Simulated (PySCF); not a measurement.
GeH5O4, charge +1. Atoms are numbered in the order given.

```xyz
10

O      0.2201    -0.2913     1.7724
Ge     0.1780    -0.0438     0.0508
O      0.1360    -1.3820    -1.0740
O      0.8786     1.4702    -0.4501
O     -1.7392     0.3445    -0.3557
H      0.0252    -1.2064     2.0664
H      0.9868    -1.5942    -1.5117
H      1.4133     1.9139     0.2425
H     -2.0116     1.2879    -0.4141
H     -2.0730    -0.1330    -1.1502
```
Charge +1, spin multiplicity 1.

The structure is a stationary point at PBE-D3(BJ)/def2-SVP. The isomer is the one that the SMILES or the coordinates give; other isomers of the formula were not compared. The values are those of a single conformer.

The numbers are results of PBE-D3(BJ)/def2-SVP (PySCF), not measurements.

Frequencies are harmonic and unscaled.

```json
[
 {"mode": "1", "ν (cm⁻¹)": "75", "IR (km/mol)": "57.7", "moving atoms (share of kinetic energy)": "H 58 %, O 41 %"},
 {"mode": "2", "ν (cm⁻¹)": "101", "IR (km/mol)": "56.9", "moving atoms (share of kinetic energy)": "O 72 %, H 27 %"},
 {"mode": "3", "ν (cm⁻¹)": "189", "IR (km/mol)": "15.0", "moving atoms (share of kinetic energy)": "O 63 %, H 31 %"},
 {"mode": "4", "ν (cm⁻¹)": "197", "IR (km/mol)": "17.3", "moving atoms (share of kinetic energy)": "O 44 %, H 42 %, Ge 14 %"},
 {"mode": "5", "ν (cm⁻¹)": "216", "IR (km/mol)": "16.2", "moving atoms (share of kinetic energy)": "O 53 %, H 27 %, Ge 20 %"},
 {"mode": "6", "ν (cm⁻¹)": "218", "IR (km/mol)": "41.8", "moving atoms (share of kinetic energy)": "O 63 %, H 24 %, Ge 14 %"},
 {"mode": "7", "ν (cm⁻¹)": "249", "IR (km/mol)": "62.1", "moving atoms (share of kinetic energy)": "H 49 %, O 41 %, Ge 10 %"},
 {"mode": "8", "ν (cm⁻¹)": "311", "IR (km/mol)": "97.9", "moving atoms (share of kinetic energy)": "H 88 %, O 9 %"},
 {"mode": "9", "ν (cm⁻¹)": "326", "IR (km/mol)": "32.1", "moving atoms (share of kinetic energy)": "H 88 %, O 8 %"},
 {"mode": "10", "ν (cm⁻¹)": "430", "IR (km/mol)": "112.1", "moving atoms (share of kinetic energy)": "O 69 %, H 17 %, Ge 14 %"},
 {"mode": "11", "ν (cm⁻¹)": "477", "IR (km/mol)": "250.7", "moving atoms (share of kinetic energy)": "H 80 %, O 19 %"},
 {"mode": "12", "ν (cm⁻¹)": "689", "IR (km/mol)": "12.6", "moving atoms (share of kinetic energy)": "O 97 %"},
 {"mode": "13", "ν (cm⁻¹)": "714", "IR (km/mol)": "5.3", "moving atoms (share of kinetic energy)": "H 77 %, O 23 %"},
 {"mode": "14", "ν (cm⁻¹)": "777", "IR (km/mol)": "142.3", "moving atoms (share of kinetic energy)": "O 73 %, Ge 20 %"},
 {"mode": "15", "ν (cm⁻¹)": "782", "IR (km/mol)": "166.3", "moving atoms (share of kinetic energy)": "O 64 %, Ge 21 %, H 15 %"},
 {"mode": "16", "ν (cm⁻¹)": "867", "IR (km/mol)": "7.2", "moving atoms (share of kinetic energy)": "H 90 %"},
 {"mode": "17", "ν (cm⁻¹)": "882", "IR (km/mol)": "108.4", "moving atoms (share of kinetic energy)": "H 85 %, O 10 %"},
 {"mode": "18", "ν (cm⁻¹)": "899", "IR (km/mol)": "95.9", "moving atoms (share of kinetic energy)": "H 84 %, O 10 %"},
 {"mode": "19", "ν (cm⁻¹)": "1539", "IR (km/mol)": "109.8", "moving atoms (share of kinetic energy)": "H 92 %, O 8 %"},
 {"mode": "20", "ν (cm⁻¹)": "3586", "IR (km/mol)": "195.3", "moving atoms (share of kinetic energy)": "H 96 %"},
 {"mode": "21", "ν (cm⁻¹)": "3672", "IR (km/mol)": "230.0", "moving atoms (share of kinetic energy)": "H 94 %"},
 {"mode": "22", "ν (cm⁻¹)": "3677", "IR (km/mol)": "171.2", "moving atoms (share of kinetic energy)": "H 94 %"},
 {"mode": "23", "ν (cm⁻¹)": "3682", "IR (km/mol)": "292.7", "moving atoms (share of kinetic energy)": "H 92 %"},
 {"mode": "24", "ν (cm⁻¹)": "3690", "IR (km/mol)": "180.5", "moving atoms (share of kinetic energy)": "H 94 %"}
]
```
